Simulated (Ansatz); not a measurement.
`FCBCl` + H₂O → `OBCF` + HCl at 700 K and 1 bar (formal hydrolysis of a B–Cl bond).

Computed with Ansatz on PBE0-D4/def2-TZVP structures; ΔE is electronic, products minus reactants. CBS: MP2 limit from def2 TZ/QZ plus the TZ coupled-cluster correction, frozen cores. This one scheme is used for every species. Each species was taken in one conformer, which may not be the lowest.

```csv
species,CCSD(T)/CBS energy (Eh),H − E (kJ/mol),S (J/(mol·K))
`FCBCl`,-624.24106,166.0,374.5
H₂O,-76.37941,80.5,218.4
`OBCF`,-240.25532,206.2,375.2
HCl,-460.38127,38.4,211.8
```

H − E and S are ideal-gas, rigid-rotor, harmonic terms from PBE0-D4/def2-TZVP, for one conformer and one mirror image of each species. 1 Eh = 2625.50 kJ/mol, R = 8.31446 J/(mol·K).

Q: By hand: ΔE, ΔH, ΔS and ΔG.

A: ΔE = (-240.25532) + (-460.38127) − (-624.24106) − (-76.37941) = -0.01612 Eh = -42.3 kJ/mol. Δ(H − E) = 206.2 + 38.4 − 166.0 − 80.5 = -1.9, so ΔH = -44.2 kJ/mol. ΔS = 375.2 + 211.8 − 374.5 − 218.4 = -5.9 J/(mol·K). ΔG = -44.2 − 700 × (-5.9)/1000 = -40.1 kJ/mol.

Q: By hand: the equilibrium constant, and the temperature at which ΔG would vanish if ΔH and ΔS stayed fixed.

A: log₁₀ K = −ΔG/(RT ln 10) = 3.0. ΔG = 0 at ΔH/ΔS = 7492 K, far beyond where these terms or the molecules hold.

The number of gas molecules stays the same, so ΔS is small and ΔH decides. A doubt of 5 kJ/mol in ΔE shifts log₁₀ K by 0.4 here. Other conformers and mirror images would add mixing entropy, several J/(mol·K) or more a flexible species. These are equilibria of isolated gas molecules and say nothing of rates. Largest T1 diagnostic: 0.012 (customary marks: 0.02 for closed shells, 0.045 for open ones).
